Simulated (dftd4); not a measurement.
C$_{4}$H$_{9}$, doublet, geometry from GFN2-xTB; D4 for blyp (dftd4).

The dftd4 input:
```
$ dftd4 mol.xyz --func blyp --charge 0 --json dftd4.json --noedisp

# file mol.xyz
13

C      0.80227852     1.76477179    -0.15694418
C      0.52141927     0.40038107     0.33521225
C     -0.74490807    -0.31053583     0.05376212
C     -0.53438974    -1.81153526    -0.16655504
H      1.85278878     1.87333439    -0.43366452
H     -1.48498727    -2.30741758    -0.34953270
H      0.60506598     2.52119607     0.61469385
H      0.18232470     2.00638185    -1.01869520
H     -0.07242301    -2.26159652     0.70904246
H      0.11552400    -1.97990561    -1.02198077
H      1.21029694    -0.04478302     1.03354459
H     -1.22945641     0.12710158    -0.82320378
H     -1.44553349    -0.19280169     0.89694506
```

Write the output that dftd4 gives for this input, abridged.


```
                    ____  _____ _____     ____  _  _
      -------------|  _ \|  ___|_   _|---|  _ \| || |------------
     |             | | | | |_    | | ___ | | | | || |_           |
     |             | |_| |  _|   | ||___|| |_| |__   _|          |
     |             |____/|_|     |_|     |____/   |_|            |
     |             ===================================           |
     |            E. Caldeweyher, S. Ehlert & S. Grimme          |
     |          Mulliken Center for Theoretical Chemistry        |
     |                    University of Bonn                     |
      -----------------------------------------------------------

Rational (Becke-Johnson) damping: blyp-D4-ATM
---------------------
  s6         1.0000
  s8         2.3408
  s9         1.0000
  a1         0.4449
  a2         4.0933
 alp        16.0000
--------------------

Dispersion energy:      -1.6265078100992E-02 Eh

[Info] JSON dump of results written to 'dftd4.json'
```
